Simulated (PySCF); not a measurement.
**Two-dimensional NMR puzzle**

Compound of formula C₄H₆BN. Correlations simulated from computed shifts and couplings:

HSQC (one-bond C–H):
```csv
δH,δC,"$^{1}J$(C,H) (Hz)"
3.43,10.4,145
2.31,81.8,282
```

COSY cross peaks (|J| ≥ 2 Hz):
```csv
δH,δH,abs. J (Hz),bonds
3.43,2.31,4.3,4
3.43,2.17,6.0,5
```

HMBC (two and three bonds, |J| ≥ 2.5 Hz):
```csv
δH,δC [abs. J in Hz]
3.43,"110.5 [13.5], 81.8 [5.1], 70.6 [13.6]"
2.31,"70.6 [54.8], 10.4 [4.4]"
2.17,110.5 [9.0]
```

Carbons without hydrogens: δ 110.5, 70.6.

Averaged over atoms made equivalent by symmetry, fast rotation or ring inversion, single conformer, no relativistic terms, no solvent. PBE0-D3(BJ)/def2-SVP geometry; spin–spin couplings from B3LYP/pcJ-1 (spin–dipole term only in couplings to heteroatoms); shielding tensors at PBE0/pcSseg-1 (GIAO); PySCF.

Chemical shifts δ = σref − σ; $^{1}$H (31.27 ppm) and $^{13}$C (184.41 ppm) vs TMS, all at this level.

Exchangeable hydrogens are left out of these lists, and C,H couplings along chains are those of one rotamer, so weak HMBC peaks may be missing or extra.

Q: Which molecule is this?

A: `InChI=1S/C4H6BN/c1-2-3-4-6-5/h1H,3H2,5H3`.

Mapped SMILES: `[BH3-:1][N+:2]#[C:3][CH2:4][C:5]#[CH:6]`. Each H is labelled by its parent atom.

- δC 110.5 is C3, a nitrilium-type carbon.
- δC 81.8 is C6, a terminal alkyne carbon (δH 2.31).
- δC 70.6 is C5, an alkyne carbon.
- δC 10.4 is C4, an sp3 CH2 α to a nitrile (δH 3.43).
- HMBC from δH 3.43 reaches the proton-free carbons C3, C5.
- HMBC from δH 2.31 reaches the proton-free carbon C5.
- HMBC from δH 2.17 reaches the proton-free carbon C3.
- COSY links 3.43–2.31, 3.43–2.17.

The data come from this structure; uniqueness wasn't tested.

Hydrogens on boron are broadened and split by $^{11}$B (spin 3/2, 80 %) and 10B (spin 3). Shifts are as computed. Against solution values, carbons near 30 ppm lie about +2 ppm off and those near 130 ppm about +5 ppm. Of 1313 compounds with measured shifts, 239 miss one by over three times the rms of a fit or turn the order of signals round; such compounds aren't used in these exercises.
